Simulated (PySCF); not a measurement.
# Ag(2+) (silver, charge +2) across methods

[Kr] 4d8 5p1, one real determinant (an excited configuration). Computed with PySCF 2.14 in aug-cc-pwCVDZ-PP with ECP28MDF (6s6p5d3f, 70 functions), with a scalar-relativistic core potential. The B2PLYP total includes its PT2 part (frozen core); its orbital energies are those of the SCF part.

| method | E (hartree) | mean ε 4d α (eV) | mean ε 4d β (eV) | mean ε 5p α (eV) | Σ⟨r²⟩ (bohr²) | ⟨S²⟩ |
| --- | --- | --- | --- | --- | --- | --- |
| PBE0 | -145.3024 | -37.252 | -35.579 | -17.716 | 33.53 | 3.751 |
| HSE06 | -145.3000 | -36.823 | -35.155 | -17.342 | 33.54 | 3.751 |
| LDA | -144.9931 | -35.041 | -33.389 | -17.204 | 33.54 | 3.750 |
| MN15 | -144.9638 | -37.778 | -36.187 | -18.197 | 33.72 | 3.751 |
| r2SCAN0 | -145.3263 | -37.645 | -35.892 | -17.831 | 33.43 | 3.752 |
| PBE | -145.3060 | -34.891 | -33.350 | -17.063 | 33.53 | 3.750 |
| UHF | -144.58816 | -43.346 | -41.208 | -19.117 | 33.97 | 3.753 |
| B2PLYP | -145.1383 | -39.480 | -37.711 | -18.207 | 33.68 | 3.752 |

Question: Estimate the same row for r2SCAN.

Answer: E (hartree) = -145.3580; mean ε 4d α (eV) = -35.425; mean ε 4d β (eV) = -33.758; mean ε 5p α (eV) = -17.210; Σ⟨r²⟩ (bohr²) = 33.39; ⟨S²⟩ = 3.751.

⟨L²⟩ = 14.02 against 20 for a pure G term, so this real determinant mixes terms. Energies and moments cover only the electrons outside the core potential.
